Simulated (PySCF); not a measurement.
Stepwise substitution at one centre (Ge CH3-OCH3). All species are isolated molecules in the gas phase. One relaxed conformer stands for each flexible species; it need not be the lowest. Strings in code marks are SMILES.

The S1–T1 gap (TDA) from two functionals at the same geometries (B3LYP-D3(BJ)/def2-SVP), both in PySCF: PBE-D3(BJ)/def2-TZVP and B3LYP-D3(BJ)/def2-TZVP. B3LYP has the VWN-RPA correlation part, as in Gaussian. Excitations are Tamm–Dancoff values on a coarser integration grid. The basis has no diffuse functions, so Rydberg states are missing or too high.

```tsv
species	PBE-D3(BJ)/def2-TZVP (eV)	B3LYP-D3(BJ)/def2-TZVP (eV)
1 of 4 CH3 replaced by OCH3	0.10	0.19
3 of 4 CH3 replaced by OCH3	0.22	0.34
4 of 4 CH3 replaced by OCH3 (`C[O][Ge]([O]C)([O]C)[O]C`)	0.32	0.42
```

Over these rows, drawn at random from the members with no instability flagged (it was tested for open shells, ions and some series alone), PBE minus B3LYP-D3(BJ): mean -0.11 eV, from -0.12 eV to -0.09 eV.
